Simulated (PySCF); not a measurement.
Harmonic spectrum computed at PBE in the def2-SVP basis family (core potentials from Rb on, PySCF, no spin–orbit coupling):

| ω (cm⁻¹) | IR (km/mol) |
| --- | --- |
| 103 | 0.0 |
| 134 | 0.3 |
| 179 | 0.8 |
| 393 | 8.6 |
| 407 | 39.9 |
| 971 | 63.1 |

Q: Which molecule gave it? In each, all ligands are bound to the one heavy central atom.
A. IrOCl₂ (doublet)
B. TcOCl₂ (doublet)
C. MoOCl₂ (triplet)
D. ReOCl₂ (doublet)

A: A. It has C2v symmetry with Ir–Cl 2.220 Å (×2), Ir–O 1.696 Å.
